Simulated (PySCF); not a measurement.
The dipole of `N#C[C@@H](F)C#CC(=O)O` from its density and from atomic charges.

Coordinates (GFN2-xTB, Å) and charges (e) from the PBE0/pcSseg-1 density (PySCF):

```
atom       x       y       z  Mulliken      IAO  Hirshfeld  ESP-fitted
  N1  -2.871   1.163   1.756   -0.2089  -0.1816    -0.1763     -0.3861
  C2  -2.442   0.517   0.921   +0.0822  +0.1311    +0.0860     +0.3296
  C3  -1.891  -0.309  -0.151   +0.2472  +0.1469    +0.1120     +0.1656
  F4  -2.359   0.126  -1.372   -0.2891  -0.2877    -0.0888     -0.1775
  C5  -0.440  -0.252  -0.092   +0.0929  -0.0090    -0.0144     -0.0156
  C6   0.758  -0.156  -0.090   +0.0053  -0.0388    -0.0229     -0.2039
  C7   2.199  -0.123   0.024   +0.3302  +0.5290    +0.2233     +0.7872
  O8   2.801  -0.591   0.951   -0.3636  -0.4225    -0.2468     -0.5152
  O9   2.761   0.483  -1.020   -0.3370  -0.4571    -0.1593     -0.5431
 H10  -2.239  -1.349  -0.026   +0.1867  +0.2067    +0.0865     +0.1345
 H11   3.727   0.493  -0.926   +0.2541  +0.3831    +0.2005     +0.4246
```

Q: Compute μ = Σ q r for each scheme (1 e·Å = 4.803 D) and compare with the dipole of the full density.

A: The full density gives (1.66, -1.61, -2.16) D, 3.16 D in size; dipole vectors point from the negative to the positive end.

| scheme | μx | μy | μz | size (D) | share of the full size (%) | angle to the full dipole (°) |
| --- | --- | --- | --- | --- | --- | --- |
| Mulliken | -0.56 | -2.17 | -0.84 | 2.40 | 76 | 55 |
| IAO | 1.25 | -1.65 | -0.50 | 2.13 | 67 | 30 |
| Hirshfeld | 0.94 | -0.84 | -1.81 | 2.21 | 70 | 12 |
| ESP-fitted | 1.59 | -1.65 | -2.16 | 3.15 | 100 | 1 |

Q: Which set comes closest?

A: Length of the difference vector: ESP-fitted 0.08 D, Hirshfeld 1.10 D, IAO 1.71 D, Mulliken 2.64 D. Closest: ESP-fitted. 

Q: What is left for the Hirshfeld atoms' own dipoles?

A: The shares of the density sum to the whole, so what Σ q r misses lies in dipoles about the nuclei. The atomic dipoles sum to (1.66, -1.61, -2.16) − (0.94, -0.84, -1.81) = (0.72, -0.77, -0.35) D, 1.10 D in size.

Q: With the origin at the mean of the coordinates, (0.000, 0.000, -0.002) Å, which are the largest single terms, by size, of the ESP-fitted dipole along the direction of the full one?

A: N1 +6.11, O9 -4.94, H11 +4.76, C7 +4.52, C2 -3.44 D; all 11 atoms together +3.15 D. The single terms depend on the origin, their sum doesn't.

Q: Give the size of the full dipole in other units.

A: 3.16 D = 1.244 au = 0.658 e·Å = 10.55 × 10⁻³⁰ C·m.

The structure is a single GFN2-xTB conformer in the gas phase; no vibrational or solvent corrections.

Conformer computed: `[N:1]#[C:2][C@@H:3]([F:4])[C:5]#[C:6][C:7](=[O:8])[OH:9]`: H–O9–C7–C6 180°.
